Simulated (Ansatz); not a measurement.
CH₅BFInS (`[F][InH][CH2]BS`) from Hartree–Fock to CCSD(T)

Cartesian coordinates in Å:
```
F -0.528 0.885 -2.268
In 0.829 -0.146 -1.277
C -0.378 -1.028 0.294
B 0.011 0.025 1.326
S -0.428 1.771 1.190
H 2.396 -0.024 -1.915
H -0.107 -2.059 0.511
H -1.358 -0.940 -0.177
H 0.781 -0.195 2.215
H -1.219 1.712 0.099
```

Total charge 0; spin multiplicity 1. Correlated methods include outer-core shells of In, which these sets cover unevenly. In takes the def2 core potential. The structure was optimised at the PBE0-D4/def2-TZVP level. It is one conformer, not always the lowest. Frozen core, restricted reference, Ansatz.

| basis | HF (Eh) | MP2 corr. | CCSD corr. | (T) | CCSD(T) total |
| --- | --- | --- | --- | --- | --- |
| def2-SVP | -751.43024 | -0.63946 | -0.68771 | -0.01986 | -752.13781 |
| def2-TZVPP | -751.77524 | -1.00003 | -1.03130 | -0.03920 | -752.84574 |
| def2-QZVPP | -751.79586 | -1.24710 | – | – | – |
